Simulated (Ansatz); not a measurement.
Total energies of diborane 1,1-di Cl (B₂H₄Cl₂) from Ansatz at PBE0-D4/def2-TZVP, gas phase (1 Eh = 27.2114 eV = 2625.5 kJ/mol). The reference geometry is relaxed at PBE0-D4/def2-SVP.

Cartesian coordinates in Å:
```
B 0.3791 -0.4474 0.5643
Cl 1.8900 -1.2803 0.1806
Cl -0.2975 -0.5998 2.1899
H 0.4619 0.8709 0.2077
B -0.4468 0.5275 -0.6650
H -1.4700 1.0715 -0.3507
H 0.0564 0.5967 -1.7530
H -0.5731 -0.7392 -0.3738
```

```csv
state,geometry,energy (Eh)
charge 0 singlet,reference,-972.23819
charge 1 doublet,reference,-971.82374
charge 1 doublet,relaxed at PBE0-D4/def2-SVP,-971.83822
free B atom (doublet),–,-24.61828
free Cl atom (doublet),–,-459.99739
free H atom (doublet),–,-0.50104
```

**Question.** Work out the vertical ionisation energy to the doublet.

**Answer.** E(charge 1 doublet) − E(charge 0 singlet) = -971.82374 − (-972.23819) = 0.41445 Eh = 11.28 eV. For comparison, −ε of the highest occupied level is 9.07 eV at this level, 2.21 eV less.

**Question.** How much does the charge 1 doublet relax, and what is the adiabatic ionisation energy?

**Answer.** Relaxation: -971.82374 − (-971.83822) = 0.01448 Eh = 0.39 eV. Adiabatic ionisation energy: 0.39997 Eh = 10.88 eV, without zero-point energy. 

**Question.** What is the binding energy per atom against free atoms?

**Answer.** Atoms: 2 × (-24.61828) + 2 × (-459.99739) + 4 × (-0.50104) = -971.23550 Eh. Binding: -971.23550 − (-972.23819) = 1.00269 Eh = 27.28 eV, or 3.41 eV for each of 8 atoms (no zero-point energy, no counterpoise term).
